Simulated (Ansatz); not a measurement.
Ligand exchange: C3H7ClMg + Si(CH3)3(NH2) → C3H9MgN + Si(CH3)3Cl

Species: C3H7ClMg `C[CH](C)[Mg][Cl]`, singlet; Si(CH3)3(NH2), singlet; C3H9MgN `C[CH](C)[Mg][NH2]`, singlet; Si(CH3)3Cl (chlorotrimethylsilane), singlet. The partners trade Cl for NH2: Mg–Cl and Si–NH2 bonds give way to Mg–NH2 and Si–Cl.

Shapes, held fixed at every level: PBE0-D4/def2-TZVP. Flexible molecules stand in one conformer, not always the lowest. Programs: Ansatz 0.2.0. Electronic energies: no zero-point or thermal term.

```tsv
level	kind	ΔE (kJ/mol)	less CCSD(T)/def2-TZVPP
SPW92/def2-TZVPP	LDA	+83.7	-3.8
r2SCAN-D4/def2-TZVPP	meta-GGA	+88.7	+1.2
BHLYP-D4/def2-TZVPP	global hybrid	+95.5	+8.0
wB97M-V/def2-TZVPP	range-separated hybrid	+88.2	+0.7
MP2/def2-TZVPP	perturbation theory	+84.2	-3.3
CCSD/def2-SVP	coupled cluster or CI	+96.3	+8.8
CCSD/def2-TZVPP	coupled cluster or CI	+90.1	+2.6
CCSD(T)/def2-TZVPP	coupled cluster or CI	+87.5	0.0
```

The highest level, CCSD(T)/def2-TZVPP, gives ΔE = +87.5 kJ/mol; the levels span +83.7 to +96.3. The column of differences is taken from that level and isn't an error. No measured value is set beside it here. Outer-core shells of Mg are correlated in most correlated rows, in sets that cover them unevenly.
